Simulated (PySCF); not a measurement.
Cl$_{4}$Te, charge -1, doublet, geometry from GFN2-xTB (a state made from the parent by changing its charge; the spin is typed, not shown lowest) (all electrons, no relativity). Base run: PBE/3-21G run with PySCF.

The PySCF input:
```python
from pyscf import gto, scf, dft

mol = gto.Mole()
mol.atom = '''
    Te    0.000243   -0.005206    0.196833
    Cl    1.523600   -1.933543   -0.203646
    Cl    1.938064    1.527298   -0.112629
    Cl   -1.523972    1.941505   -0.097392
    Cl   -1.938436   -1.519337   -0.188409
'''
mol.basis = '3-21g'
mol.charge = -1
mol.spin = 1
mol.verbose = 4
mol.build()

mf = dft.UKS(mol)
mf.xc = 'pbe'
mf.kernel()
mf.analyze()
```

Each row names what was changed in the base input (with any setting that the change needs).

```
change                                     ΔE vs base (µEh)  grid points  electrons on the grid        outcome
-----------------------------------------  ----------------  -----------  ---------------------  -------------
base                                                    0.0        97480              120.99999      converged
grids.atom_grid = (99, 590)                             0.5       148136              121.00000      converged
grids.becke_scheme = stratmann                          1.5        97480              120.99999      converged
grids.prune = off                                      -0.1       180112              120.99999      converged
grids.atom_grid = (50, 194)                             836        31464              120.99988      converged
grids.level = 2                                        47.9        61032              120.99995      converged
grids.atom_grid = (75, 302)                            62.3        67712              120.99995      converged
grids.radi_method = delley                              8.7        99056              120.99999      converged
grids.prune = dft.gen_grid.sg1_prune                      -            -                      -  input refused
grids.prune = dft.gen_grid.treutler_prune               0.0        95768              120.99999      converged
grids.atom_grid = (150, 974)                           -0.9       366456              121.00000      converged
```

Open shells are given as the SCF converged; they aren't shown to be the lowest states, and a large step between rows can be another state.

- grids.prune = dft.gen_grid.sg1_prune: ended with `IndexError: index 52 is out of bounds for axis 0 with size 19`
